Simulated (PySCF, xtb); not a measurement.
CH₃ClSSe, SMILES CS[Se]Cl.

GFN2-xTB (xtb 6.7.1) at its own geometry gives an orbital gap of 3.08 eV and a dipole moment of 2.16 D.

Coordinates come from a B3LYP-D3(BJ)/def2-SVP optimisation. The structure was generated by enumeration, and PubChem lists no compound with its InChIKey, so it may never have been made. One conformer was computed; it need not be the lowest.

### Question
What does PBE/def2-TZVP in PySCF give? (Estimate from the structure and the level; the computed values follow.)

### Answer
gap 2.46 eV (levels -5.75 and -3.29 eV), dipole 2.61 D.
